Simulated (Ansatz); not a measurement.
System: SnBr, charge 1, multiplicity 1. SMILES: [Sn+][Br]
Geometry: optimised at B3LYP-D3(BJ)/def2-TZVP (Ansatz, a first-principles code).

Wanted: vertical electron affinity (to the doublet state of charge +0; a negative value means that the extra electron is unbound and the number depends on the basis; each state is the SCF solution reached for its spin), in eV. Valence correlation only, unless marked. UHF or UKS for open shells. Spin-orbit coupling is left out. The frozen core is the preceding noble-gas configuration, with the filled d and f shells of earlier blocks. In def2 rows, elements after Kr have scalar-relativistic effective core potentials. Basis-set limits of correlation are two-point, X^-3; Hartree-Fock from the larger set.

```csv
level,program,vertical electron affinity (eV)
B3LYP/def2-TZVPD,Ansatz,6.88
PBE0/def2-TZVPD,Ansatz,6.91
CAM-B3LYP/def2-TZVPD,Ansatz,6.99
wB97X-V/def2-TZVPD,Ansatz,6.90
wB97X/def2-TZVPD,Ansatz,6.87
CCSD/def2-TZVPPD,Ansatz,6.79
CCSD/def2-QZVPPD,Ansatz,6.84
CCSD(T)/def2-TZVPPD,Ansatz,6.77
CCSD(T)/def2-QZVPPD,Ansatz,6.83
"CCSD(T)/CBS(def2-TZVPPD,def2-QZVPPD)",Ansatz,6.87
```
